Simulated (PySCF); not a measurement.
Isomers of C6H13OP.

All values: CAM-B3LYP/def2-SVPD (PySCF) at PBE0-D3(BJ)/def2-SVP geometries, gas phase, one conformer each. Core orbitals are frozen in the response; Δα² is half the sum of the squared differences of the principal polarisabilities.

Question: Rank by dipole moment, lowest first.
A. `[CH3:1][C@@H:2]1[CH2:3][C@@H:4]([CH3:5])[P@H:6](=[O:7])[CH2:8]1` with C1–C2–C3–C4 -73°, C2–C3–C4–C5 -156°, C3–C4–P6–O7 127°, C4–P6–C8–C2 24°
B. `[CH3:1][CH2:2][CH2:3][P@@:4]1(=[O:5])[CH2:6][C@H:7]1[CH3:8]` with C1–C2–C3–P4 63°, C2–C3–P4–O5 46°
C. `[CH3:1][C@@H:2]1[CH2:3][CH2:4][P@@H:5](=[O:6])[C@@H:7]1[CH3:8]` with C1–C2–C3–C4 -177°, C2–C3–C4–P5 33°, C3–C4–P5–O6 -133°, C4–P5–C7–C8 105°
D. `[CH2:1]=[CH:2][P@:3]([CH3:4])(=[O:5])[CH2:6][CH2:7][CH3:8]` with C1–C2–P3–C4 127°, C2–P3–C6–C7 175°, P3–C6–C7–C8 -172°

Answer: D (4.12 D), B (4.39 D), A (4.61 D), C (4.79 D).

All values together:

```tsv
SMILES	μ (D)	HOMO (eV)	LUMO (eV)	α (Å³)	Δα (Å³)	ΔSCF removal energy (eV)
C=C[P@](C)(=O)CCC	4.12	-8.85	0.50	14.85	4.37	9.50
C[C@@H]1CC[P@@H](=O)[C@@H]1C	4.79	-8.80	1.02	13.97	2.37	9.46
CCC[P@@]1(=O)C[C@H]1C	4.39	-8.25	1.06	14.27	3.08	8.93
C[C@@H]1C[C@@H](C)[P@H](=O)C1	4.61	-8.77	1.04	13.95	1.85	9.44
```

Conformers: `[CH2:1]=[CH:2][P@:3]([CH3:4])(=[O:5])[CH2:6][CH2:7][CH3:8]` with C1–C2–P3–C4 127°, C2–P3–C6–C7 175°, P3–C6–C7–C8 -172°; `[CH3:1][C@@H:2]1[CH2:3][CH2:4][P@@H:5](=[O:6])[C@@H:7]1[CH3:8]` with C1–C2–C3–C4 -177°, C2–C3–C4–P5 33°, C3–C4–P5–O6 -133°, C4–P5–C7–C8 105°; `[CH3:1][CH2:2][CH2:3][P@@:4]1(=[O:5])[CH2:6][C@H:7]1[CH3:8]` with C1–C2–C3–P4 63°, C2–C3–P4–O5 46°; `[CH3:1][C@@H:2]1[CH2:3][C@@H:4]([CH3:5])[P@H:6](=[O:7])[CH2:8]1` with C1–C2–C3–C4 -73°, C2–C3–C4–C5 -156°, C3–C4–P6–O7 127°, C4–P6–C8–C2 24°.
